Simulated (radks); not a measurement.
The numbers below are computed, except where a source is named.
Valence configurations of Ni II (all share [Ar]). Level of theory: non-relativistic Kohn-Sham, PBE, spin-polarised, spherical densities, point nucleus; open shells are filled with parallel spins first (a radial shooting solver on a logarithmic mesh with Libxc functionals). Energies are relative to 3d9; eigenvalues in eV for spin up.

valence          E (eV)  moment (Bohr magnetons)    e(3d)    e(4p)    e(4s)
3d9               0.000                        1  -13.487        -        -
3d8 4s1           2.141                        3  -19.116        -  -13.599
3d8.5 4p0.5       3.419                        2  -16.923   -7.706        -
3d8 4s0.5 4p0.5   4.924                        3  -19.870   -8.448  -14.041
3d8 4p1           7.733                        3  -20.604   -8.829        -
3d7 4s2           8.553                        3  -25.855        -  -15.073
3d7 4p2          19.508                        5  -28.602  -10.898        -
3d6 4s1 4p2      28.988                        7  -36.078  -12.225  -19.311

NIST lists [Ar] 3d9 as the ground configuration; this level of theory agrees among the configurations tried. The energies are those of spherical high-spin densities, not of single terms.
